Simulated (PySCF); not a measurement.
Zn(NH3)4 (H₁₂N₄Zn), SMILES [NH3]->[Zn+2](<-[NH3])(<-[NH3])<-[NH3], charge +2.

Coordinates come from a ωB97X-D3(BJ)/def2-SVP optimisation. The isomer is the one that the SMILES or the coordinates give; other isomers of the formula were not compared.

Two levels are set side by side: TDA-PBE/def2-SVPD (PySCF) and TDA-ωB97X/def2-SVPD (PySCF). Vertical, same geometry. The lowest singlet is HOMO→LUMO 97 % with PBE and HOMO→LUMO 81 % with the other functional; states are paired by order. Differences are taken from unrounded values.

```json
[
 {"quantity": "lowest singlet excitation (eV)", "TDA-PBE": "7.70"},
 {"quantity": "lowest triplet excitation (TDA) (eV)", "TDA-PBE": "7.30"},
 {"quantity": "first bright state (f over 0.05) (eV)", "TDA-PBE": "7.70"},
 {"quantity": "its oscillator strength", "TDA-PBE": "0.07"}
]
```

These are the TDA-PBE values. What does TDA-ωB97X give? (Estimate from the structure and the level; the computed values follow.)


```csv
quantity,TDA-ωB97X,TDA-PBE minus TDA-ωB97X
lowest singlet excitation (eV),9.54,-1.84
lowest triplet excitation (TDA) (eV),8.82,-1.52
first bright state (f over 0.05) (eV),9.54,-1.84
its oscillator strength,0.23,-0.16
```

A lower first singlet is the usual sign of a functional without exact exchange. Differences between two approximate levels are no errors against the true value.

Rough cost on one machine, each run with all the roots and properties that it gave: TDA-ωB97X against TDA-PBE about 5 times.
